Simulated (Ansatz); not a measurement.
Gas-phase electronic energies from Ansatz, PBE0-D4/def2-TZVP geometries. CCSD(T)/CBS adds triple-zeta CCSD(T) − MP2 to the extrapolated MP2 energy (def2 sets, frozen cores). This one scheme is used for every species. DFT in def2-TZVPP. B3LYP here is the variant with VWN-RPA as its local correlation; programs differ in this. HSE06 is defined as in plane-wave codes. No spin–orbit coupling; open shells (•) take unrestricted orbitals. For Se outer-core shells are correlated without core-valence functions, which leaves a few kJ/mol of doubt a bond. Scalar relativity is left out up to krypton. One conformer a species, not always the lowest.

Consider the homolysis of the C–Se bond: `C[Se][Si](F)(F)F` → `[CH3]`• + `F[Si](F)(F)[Se]`•.

| level | ΔE (kcal/mol) | difference from CCSD(T)/CBS |
| --- | --- | --- |
| LDA (SPW92) | 89.1 | 15.6 |
| B3LYP-D4 | 68.6 | -4.9 |
| revPBE | 66.1 | -7.4 |
| r2SCAN | 67.2 | -6.3 |
| r2SCAN0 | 65.5 | -8.0 |
| HSE06 | 69.9 | -3.6 |
| BHLYP | 62.4 | -11.1 |
| HF/def2-TZVPP | 39.1 | -34.4 |
| CCSD(T)/def2-TZVPP | 70.6 | -2.9 |
| MP2/def2-QZVPP | 76.7 | 3.2 |
| CCSD(T)/CBS | 73.5 | 0 |

Largest T1 diagnostic among the species: 0.011.

The D4 term adds +3.2 kcal/mol with B3LYP and +1.7 kcal/mol with PBE0; it sums over pairs of atoms, weighted by their polarisabilities, and B3LYP, whose exchange is more repulsive, gets the larger term. From BLYP to BHLYP (50 % exact exchange), in def2-TZVPP and without D4, ΔE moves by −2.3 kcal/mol: exact exchange takes away binding that semilocal exchange gives to molecules.

CCSD(T)/CBS has its own doubt, a few kJ/mol and more with outer-core shells, so smaller differences from it don't rank the levels.
